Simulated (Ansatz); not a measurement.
## Cost against result

Saddle point of SiNH3F2, closed shell (SiNH₃F₂ ([NH2][SiH]([F])[F]) → SiF₂ + NH₃ (still joined by a long Si–N bond); bonds formed: N2–H3; bonds broken: Si1–H3; bonds weakened to dative contacts: Si1–N2), PBE0-D4/def2-TZVP structure:

```json
{"atom": "Si1", "x (Å)": "-0.9746", "y (Å)": "-0.2582", "z (Å)": "-0.0264"}
{"atom": "N2", "x (Å)": "0.8444", "y (Å)": "0.0164", "z (Å)": "-0.1482"}
{"atom": "H3", "x (Å)": "0.2306", "y (Å)": "-1.1317", "z (Å)": "-0.6696"}
{"atom": "F4", "x (Å)": "-1.1435", "y (Å)": "-0.3222", "z (Å)": "1.5670"}
{"atom": "F5", "x (Å)": "-1.6466", "y (Å)": "1.1269", "z (Å)": "-0.4707"}
{"atom": "H6", "x (Å)": "1.4680", "y (Å)": "-0.0059", "z (Å)": "0.6544"}
{"atom": "H7", "x (Å)": "1.2217", "y (Å)": "0.5746", "z (Å)": "-0.9067"}
```

Barriers are electronic and count from the start structure reached by relaxing down the imaginary mode.

Computed with Ansatz 0.2.0 (basis: as named in each row); correlated methods freeze the cores. B3LYP uses VWN-RPA correlation. Extrapolation: Hartree–Fock as exp(−7.88 √X), correlation as X^−2.97.

Times are rough, for one single point on 2 threads of a shared host (Arm Neoverse V2).

The estimate by CCSD(T) at an estimated basis limit (MP2 extrapolated from triple and quadruple zeta, plus CCSD(T) − MP2 in triple zeta) is 328.8 kJ/mol.

| method | basis | time (s) | barrier (kJ/mol) | method less estimate |
| --- | --- | --- | --- | --- |
| HF | STO-3G | under 1 | 461.4 | 132.6 |
| PBE-D4 | STO-3G | under 1 | 275.9 | -52.9 |
| SPW92 | def2-SVP | under 1 | 255.7 | -73.2 |
| B3LYP-D4 | 6-31G | under 1 | 256.7 | -72.1 |
| PBE-D4 | def2-SVP | under 1 | 266.5 | -62.3 |
| PBE0-D4 | def2-SVP | under 1 | 302.7 | -26.1 |
| SPW92 | def2-TZVPP | under 1 | 265.6 | -63.2 |
| PBE-D4 | def2-TZVPP | 2 | 275.7 | -53.1 |
| BLYP-D4 | def2-TZVPP | 2 | 286.1 | -42.7 |
| CCSD(T) | def2-SVP | 2 | 329.0 | 0.2 |
| PBE0-D4 | def2-TZVPP | 2 | 310.1 | -18.7 |
| B3LYP-D4 | def2-TZVPP | 2 | 313.6 | -15.2 |
| BHLYP-D4 | def2-TZVPP | 2 | 352.5 | 23.7 |
| CAM-B3LYP-D4 | def2-TZVPP | 3 | 328.6 | -0.2 |
| r2SCAN-D4 | def2-TZVPP | 3 | 306.5 | -22.4 |
| RPA on PBE | def2-TZVPP | 4 | 319.6 | -9.2 |
| B2PLYP | def2-TZVPP | 4 | 325.2 | -3.6 |
| wB97M-V | def2-SVP | 4 | 313.1 | -15.7 |
| r2SCAN0-D4 | def2-TZVPP | 4 | 329.2 | 0.3 |
| PBE-QIDH | def2-TZVPP | 4 | 337.3 | 8.5 |
| wB97X-V | def2-TZVPP | 7 | 332.6 | 3.8 |
| B97M-V | def2-TZVPP | 8 | 309.7 | -19.1 |
| wB97M-V | def2-TZVPP | 8 | 322.7 | -6.1 |
| MP2 | def2-QZVPP | 15 | 335.4 | 6.5 |
| CCSD(T) | def2-TZVPP | 54 | 330.8 | 2.0 |

All methods are single points on the PBE0-D4 structures.

No T1 diagnostic of these runs exceeds 0.015. The restricted Hartree–Fock reference is unstable towards an unrestricted one at one or more of these structures.

Losses and insertions of silylenes and their heavier kin drive the gas-phase chemistry of silicon and germanium vapour deposition.

Labels in which every atom is bracketed show which atoms are joined, not bond orders.
